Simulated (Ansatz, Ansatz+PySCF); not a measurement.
| atom | x (Å) | y (Å) | z (Å) |
| --- | --- | --- | --- |
| Sc | 0.0000 | 0.0000 | 0.0000 |
| F | 1.8221 | 0.0000 | 0.0000 |
| F | -0.9111 | 1.5780 | 0.0000 |
| F | -0.9111 | -1.5780 | 0.0000 |

Basis set: def2-SVP (spherical functions). Frozen core: 8 orbitals. Charge 0, multiplicity 1.

Computed with Ansatz (development build ahead of 0.2.0); each method stands on the lowest determinant of its kind that the runs found. Restricted open shells among the atoms or ions are ROHF, correlated in semicanonical orbitals with singles. Restricted functionals stand beside restricted open-shell atoms, which can lie above the unrestricted atoms usual in DFT and then raise those values.

The atomization energy at this shape (free ground-state atoms in the same class of orbitals less the molecule, no zero-point energy) of singlet ScF3:

```json
{"method": "ωB97X (restricted)", "atomization energy": "459.84 kcal/mol"}
{"method": "ωB97X (unrestricted)", "atomization energy": "456.86 kcal/mol"}
{"method": "r²SCAN (restricted)", "atomization energy": "476.21 kcal/mol"}
{"method": "r²SCAN (unrestricted)", "atomization energy": "467.84 kcal/mol"}
{"method": "PBE0 (unrestricted)", "atomization energy": "448.86 kcal/mol"}
{"method": "PBE0 (restricted)", "atomization energy": "452.50 kcal/mol"}
{"method": "PBE (restricted)", "atomization energy": "483.12 kcal/mol"}
{"method": "PBE (unrestricted)", "atomization energy": "479.46 kcal/mol"}
{"method": "RHF-CCSD", "atomization energy": "425.92 kcal/mol"}
{"method": "RHF-MP2", "atomization energy": "454.64 kcal/mol"}
{"method": "RHF", "atomization energy": "334.21 kcal/mol"}
{"method": "UHF", "atomization energy": "326.70 kcal/mol"}
```

What does RHF-CCSD(T) give?

431.22 kcal/mol. Caution for r²SCAN (unrestricted), PBE (unrestricted): a free atom is spin contaminated.
